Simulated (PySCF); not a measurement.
Geometry (Å), atoms numbered from 1 in this order:
```xyz
19

C     2.039   -0.715   -1.084
C     1.106   -0.579    0.092
O     0.068    0.374   -0.194
C    -1.192   -0.129   -0.667
C    -2.090   -0.580    0.458
B     0.124    1.793    0.655
F    -0.030    1.411    1.953
F    -0.919    2.491    0.138
F     1.361    2.263    0.356
H     2.843   -1.425   -0.842
H     1.516   -1.085   -1.978
H     2.489    0.260   -1.316
H     0.628   -1.532    0.366
H     1.623   -0.199    0.982
H    -1.638    0.701   -1.229
H    -0.963   -0.941   -1.374
H    -2.324    0.260    1.126
H    -3.031   -0.969    0.042
H    -1.629   -1.381    1.056
```

Geometry: PBE0-D3(BJ)/def2-SVP; GIAO absolute shieldings from PySCF 2.14, gas phase, non-relativistic, averaged over equivalent atoms.

At CAM-B3LYP/pcSseg-2 (464 basis functions, about 2.8 core-minutes):
```csv
atoms,σ (ppm)
C2/C4,112.7
C1/C5,168.6
O3,261.1
B6,97.9
F7/F8/F9,338.9
H13/H14/H15/H16,27.38
H10/H11/H12/H17/H18/H19,30.02
```

What do these become at B97-2/pcSseg-2?

Results:


```tsv
atoms	σ at B97-2/pcSseg-2	change
C2/C4	114.3	+1.6
C1/C5	169.3	+0.7
O3	260.0	-1.1
B6	100.1	+2.2
F7/F8/F9	341.7	+2.8
H13/H14/H15/H16	27.41	+0.03
H10/H11/H12/H17/H18/H19	30.08	+0.06
```

The largest change is at F7/F8/F9 (fluorine bonded to B). Cost: 464 basis functions, of the order of 120 core-seconds.
